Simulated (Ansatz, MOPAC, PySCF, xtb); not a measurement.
Breaking a bond: B2, triplet.

Levels: PM7, unrestricted, heats of formation (MOPAC); UKS-M06-2X/6-31G* = PySCF with unrestricted M06-2X/6-31G*, spherical d; GFN1-xTB (xtb); FCI = full CI/aug-cc-pVDZ, frozen core in Ansatz (an electronic-structure program).

Energies relative to the lowest point of each curve near equilibrium, in kJ/mol; the last columns give the difference from FCI:

```tsv
R / Å	PM7	UKS-M06-2X/6-31G*	GFN1-xTB	FCI	PM7 − FCI	UKS-M06-2X/6-31G* − FCI	GFN1-xTB − FCI
1.19	2.1	345.8	218.5	433.7	-431.6	-87.9	-215.2
1.32	0.0	113.4	36.2	169.4	-169.4	-56.0	-133.2
1.37	10.8	64.5	10.3	109.1	-98.3	-44.5	-98.7
1.44	32.9	22.2	0.0	51.7	-18.8	-29.5	-51.7
1.54	73.7	0.0	19.6	10.1	63.6	-10.1	9.5
1.58	92.0	0.2	34.6	3.0	88.9	-2.9	31.6
1.61	106.2	2.8	47.7	0.5	105.7	2.3	47.2
1.64	120.7	7.3	62.0	0.0	120.7	7.3	62.0
1.72	160.5	25.5	103.9	6.4	154.1	19.1	97.5
1.76	180.7	39.5	126.0	12.7	167.9	26.8	113.3
1.85	226.0	45.3	176.3	32.2	193.8	13.2	144.2
```

PM7 is furthest from FCI at 1.19 (-431.6 kJ/mol, below); its mean absolute difference over the points is 146.6 kJ/mol.

UKS-M06-2X/6-31G* is furthest from FCI at 1.19 (-87.9 kJ/mol, below); its mean absolute difference over the points is 27.2 kJ/mol.

GFN1-xTB is furthest from FCI at 1.19 (-215.2 kJ/mol, below); its mean absolute difference over the points is 91.3 kJ/mol.

The scan ran from 1.19 to 6.47 Å; beyond the distances shown full CI changes its symmetry label. The unrestricted solution behind UKS-M06-2X/6-31G* changes between 1.72 and 1.76 Å, which can leave a kink. The unrestricted determinant behind UKS-M06-2X/6-31G* is spin-contaminated at 1.19 to 1.72 Å (<S²> up to 2.9, against 2.00 for a pure triplet). Also computed but left out beside FCI, since their determinant holds another spin at the minimum (<S²> over 0.7 above the pure value): UHF, UMP2, UCCSD, UCCSD(T), UCCSDT, UCCSDT(Q), UHF/6-31G*, UHF/STO-3G.
